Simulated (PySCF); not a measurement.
C₆H₆NO (doublet state).
Atom-mapped SMILES: `[CH2:1][c:2]1[cH:3][cH:4][c:5]([N:6]=[CH2:7])[o:8]1` (hydrogens: H9, H10 on C1; H11 on C3; H12 on C4; H13, H14 on C7)

Structure used (GFN2-xTB), in Å, numbered top down from 1:
```xyz
14
C6H6NO angstrom
C     -1.9404   -1.4608    0.8341
C     -1.1121   -0.6684    0.1138
C     -1.2623   -0.1372   -1.2033
C     -0.1387    0.6057   -1.4683
C      0.6834    0.5315   -0.3351
N      1.8726    1.1157   -0.1836
C      2.5733    1.0100    0.8827
O      0.0842   -0.2437    0.6194
H     -1.6790   -1.7786    1.8255
H     -2.8755   -1.7831    0.4197
H     -2.1094   -0.3099   -1.8357
H      0.1060    1.1540   -2.3551
H      2.2754    0.4428    1.7622
H      3.5219    1.5215    0.9016
```

The hyperfine couplings belong to this conformer and change with its torsions.

Theory: PySCF, UKS B3LYP, pcH-1 on C H N O, non-relativistic, mean-field spin-orbit, GIAO. Geometry: GFN2-xTB, one conformer, isolated molecule. GFN2-xTB frequencies show an imaginary mode (56i cm⁻¹), so this geometry is no minimum at that level. Couplings are sensitive to structure, and on GFN2-xTB geometries they can be far from those on DFT ones. Stability of the SCF solution: not tested. ⟨S²⟩ is 0.795 where a pure state has 0.75.

The Mulliken spin populations are largest on C1 (+0.51), C7 (+0.39), C3 (+0.33) and C5 (+0.32). Four atoms exceed +0.15. The angles at C1 add up to 360.0°, so it is planar.

(1) Test a(H) = Q·ρ(C) for the protons on planar carbons with a spin population beyond ±0.08.

(2) Leave H12 and its like out of the fit. How well does the relation then predict its coupling?

Answers

(1) 
```json
{"H": "H9", "C": "C1", "ρ(C)": "+0.507", "a(H) (G)": "-10.94", "a/ρ (G)": "-21.6"}
{"H": "H10", "C": "C1", "ρ(C)": "+0.507", "a(H) (G)": "-10.69", "a/ρ (G)": "-21.1"}
{"H": "H11", "C": "C3", "ρ(C)": "+0.325", "a(H) (G)": "-7.71", "a/ρ (G)": "-23.7"}
{"H": "H12", "C": "C4", "ρ(C)": "-0.172", "a(H) (G)": "+3.04", "a/ρ (G)": "-17.7"}
{"H": "H13", "C": "C7", "ρ(C)": "+0.387", "a(H) (G)": "-8.76", "a/ρ (G)": "-22.7"}
{"H": "H14", "C": "C7", "ρ(C)": "+0.387", "a(H) (G)": "-9.24", "a/ρ (G)": "-23.9"}
```

A least-squares line through the origin gives Q = -22.1 G with Mulliken populations. Where ρ is negative the coupling is positive.

(2) The other protons give Q = -22.2 G, so a = -22.2 × -0.172 = 3.82 G, against the computed 3.04 G.

Couplings in gauss use g_iso = 2.0025.
